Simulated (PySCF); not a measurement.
Al(F)(GeH3)(Me) (CH6AlFGe), SMILES [GeH3][Al]([CH3])[F].

Geometry optimised at PBE-D3(BJ)/def2-SVP. The structure was generated by enumeration; whether it is a known compound was not checked.

The numbers are results of PBE-D3(BJ)/def2-SVP (PySCF), not measurements.

Frequencies are harmonic and unscaled.

A small imaginary wavenumber (i) marks a very flat motion, where grid noise or a shallow saddle decides the sign.

```json
[
 {"mode": "1", "ν (cm⁻¹)": "19i", "IR (km/mol)": "0.0", "moving atoms (share of kinetic energy)": "H 97 %"},
 {"mode": "2", "ν (cm⁻¹)": "13i", "IR (km/mol)": "0.0", "moving atoms (share of kinetic energy)": "H 95 %"},
 {"mode": "3", "ν (cm⁻¹)": "107", "IR (km/mol)": "2.6", "moving atoms (share of kinetic energy)": "C 27 %, F 23 %, H 22 %, Al 21 %"},
 {"mode": "4", "ν (cm⁻¹)": "166", "IR (km/mol)": "12.3", "moving atoms (share of kinetic energy)": "F 50 %, Ge 21 %, C 15 %, H 13 %"},
 {"mode": "5", "ν (cm⁻¹)": "173", "IR (km/mol)": "18.5", "moving atoms (share of kinetic energy)": "Al 54 %, H 24 %, F 15 %"},
 {"mode": "6", "ν (cm⁻¹)": "304", "IR (km/mol)": "14.0", "moving atoms (share of kinetic energy)": "Al 42 %, Ge 21 %, C 15 %, H 11 %, F 11 %"},
 {"mode": "7", "ν (cm⁻¹)": "371", "IR (km/mol)": "2.9", "moving atoms (share of kinetic energy)": "H 89 %"},
 {"mode": "8", "ν (cm⁻¹)": "398", "IR (km/mol)": "6.3", "moving atoms (share of kinetic energy)": "H 88 %"},
 {"mode": "9", "ν (cm⁻¹)": "602", "IR (km/mol)": "26.8", "moving atoms (share of kinetic energy)": "H 75 %, C 17 %"},
 {"mode": "10", "ν (cm⁻¹)": "626", "IR (km/mol)": "50.0", "moving atoms (share of kinetic energy)": "C 39 %, Al 29 %, H 22 %, F 9 %"},
 {"mode": "11", "ν (cm⁻¹)": "663", "IR (km/mol)": "117.9", "moving atoms (share of kinetic energy)": "H 65 %, C 21 %, Al 11 %"},
 {"mode": "12", "ν (cm⁻¹)": "762", "IR (km/mol)": "140.3", "moving atoms (share of kinetic energy)": "H 94 %"},
 {"mode": "13", "ν (cm⁻¹)": "831", "IR (km/mol)": "51.3", "moving atoms (share of kinetic energy)": "F 43 %, Al 40 %, H 16 %"},
 {"mode": "14", "ν (cm⁻¹)": "856", "IR (km/mol)": "34.4", "moving atoms (share of kinetic energy)": "H 97 %"},
 {"mode": "15", "ν (cm⁻¹)": "857", "IR (km/mol)": "55.8", "moving atoms (share of kinetic energy)": "H 90 %"},
 {"mode": "16", "ν (cm⁻¹)": "1160", "IR (km/mol)": "18.3", "moving atoms (share of kinetic energy)": "H 79 %, C 20 %"},
 {"mode": "17", "ν (cm⁻¹)": "1369", "IR (km/mol)": "2.6", "moving atoms (share of kinetic energy)": "H 96 %"},
 {"mode": "18", "ν (cm⁻¹)": "1374", "IR (km/mol)": "1.8", "moving atoms (share of kinetic energy)": "H 95 %"},
 {"mode": "19", "ν (cm⁻¹)": "2051", "IR (km/mol)": "71.6", "moving atoms (share of kinetic energy)": "H 99 %"},
 {"mode": "20", "ν (cm⁻¹)": "2063", "IR (km/mol)": "100.7", "moving atoms (share of kinetic energy)": "H 98 %"},
 {"mode": "21", "ν (cm⁻¹)": "2066", "IR (km/mol)": "112.7", "moving atoms (share of kinetic energy)": "H 98 %"},
 {"mode": "22", "ν (cm⁻¹)": "2964", "IR (km/mol)": "1.6", "moving atoms (share of kinetic energy)": "H 97 %"},
 {"mode": "23", "ν (cm⁻¹)": "3056", "IR (km/mol)": "1.7", "moving atoms (share of kinetic energy)": "H 91 %, C 9 %"},
 {"mode": "24", "ν (cm⁻¹)": "3078", "IR (km/mol)": "2.8", "moving atoms (share of kinetic energy)": "H 91 %, C 9 %"}
]
```
